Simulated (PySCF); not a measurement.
CH3NO, triplet, at a GFN2-xTB geometry (a higher spin typed on purpose: for a closed-shell molecule this is an excited state). Base run: B3LYP/6-311G** (PySCF).

The PySCF input:
```python
from pyscf import gto, scf, dft

mol = gto.M(
    atom='''
N    -1.137222    0.200283   -0.106495
C     0.263622    0.316328    0.204022
O     1.112585   -0.611467   -0.098035
H    -1.487207   -0.667056    0.290365
H    -1.660333    0.984877    0.265209
H     0.625679    1.273968   -0.249958
''',
    basis='6-311g**',
    charge=0,
    spin=2,
    verbose=3,
)

mf = dft.UKS(mol)
mf.xc = 'b3lyp'
mf.kernel()
mf.analyze()
```

Each row names what was changed in the base input (with any setting that the change needs).

| change | ΔE vs base (µEh) | grid points | electrons on the grid |
|---|---|---|---|
| base | 0.0 | 71528 | 24.00000 |
| grids.prune = off | -0.1 | 113256 | 24.00000 |
| grids.radi_method = mura_knowles | 0.0 | 68504 | 24.00000 |
| small_rho_cutoff = 0 | 0.0 | 71528 | 24.00000 |
| grids.atom_grid = (50, 194) | 1.8 | 39352 | 23.99999 |
| grids.level = 2 | 0.1 | 49528 | 24.00000 |
| grids.level = 5 | -1.4 | 198696 | 24.00000 |
| grids.prune = dft.gen_grid.sg1_prune | -11.6 | 31976 | 24.00011 |
| grids.prune = dft.gen_grid.treutler_prune | -2.1 | 61952 | 24.00000 |
| grids.atom_grid = (150, 974) | -1.3 | 481200 | 24.00000 |
| grids.radi_method = gauss_chebyshev | 0.0 | 70160 | 24.00000 |

Open shells are given as the SCF converged; they aren't shown to be the lowest states, and a large step between rows can be another state.
